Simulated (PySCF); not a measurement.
A structure optimised at PBE0-D3(BJ)/def2-SVP, used in a PySCF frequency run:

```
Si
H 1 1.4958
C 1 1.9287 2 116.73
H 3 1.1038 1 109.26 2 -35.83
H 3 1.1051 4 107.43 1 -129.86
C 3 1.5435 4 110.36 5 -124.28
H 6 1.1063 3 113.54 4 47.65
O 6 1.4192 7 111.27 3 -125.40
H 8 0.9655 6 108.25 7 68.69
Si 6 1.9339 7 119.03 8 -121.34
H 10 1.4921 6 117.17 7 85.57
H 10 1.4970 11 110.19 6 127.68
Si 1 2.3450 2 113.61 3 129.73
H 13 1.4923 1 111.24 2 129.06
H 13 1.4976 14 109.03 8 -66.95
H 13 1.4988 14 108.04 15 -116.47
```
Charge 0, spin multiplicity 1.

Q: Write its SMILES and formula.

A: O[C@@H]1C[Si@H]([SiH3])[SiH2]1, C2H10OSi3

Q: What are its rotational constants (standard atomic weights)?

A: 2.5156, 1.3844, 1.2487 GHz
